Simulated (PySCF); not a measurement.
Ge(H)(Br)(NH2)2 (BrGeH₅N₂), SMILES [NH2][GeH]([NH2])[Br]. Atoms are numbered in the order given.

```xyz
9

Ge     0.2140    -0.4996     0.6424
N     -1.0835    -1.7488     0.8992
N      1.5508    -1.3738    -0.2475
Br    -0.3316     1.2611    -0.8055
H      0.4952     0.1629     2.0030
H     -1.3732    -2.2286     0.0462
H     -1.9101    -1.4291     1.4040
H      2.2140    -0.7498    -0.7071
H      2.0627    -2.0469     0.3249
```
Charge 0, spin multiplicity 1.

Geometry optimised at TPSSh-D3(BJ)/def2-SVP. The structure was generated by enumeration, and PubChem lists no compound with its InChIKey, so it may never have been made. The values are those of a single conformer.

Two levels are set side by side: PBE/pcSseg-1 (PySCF) and B3LYP/pcSseg-1 (PySCF). GIAO shifts against GeH4 (⁷³Ge), NH3 (¹⁵N), TMS (¹H) at the same level; non-relativistic, no solvent, atoms listed together averaged. Without spin–orbit terms, shifts of atoms bonded to Cl or Br come out too high at both levels. Differences are taken from unrounded values.

```csv
quantity,B3LYP,PBE,PBE minus B3LYP
δ(⁷³Ge) of Ge1 (ppm),402.7,420.8,18.1
δ(¹H) of H5 (ppm),6.54,6.90,0.35
```

Rough cost on one machine, each run with all the roots and properties that it gave: B3LYP against PBE within a factor of 2.
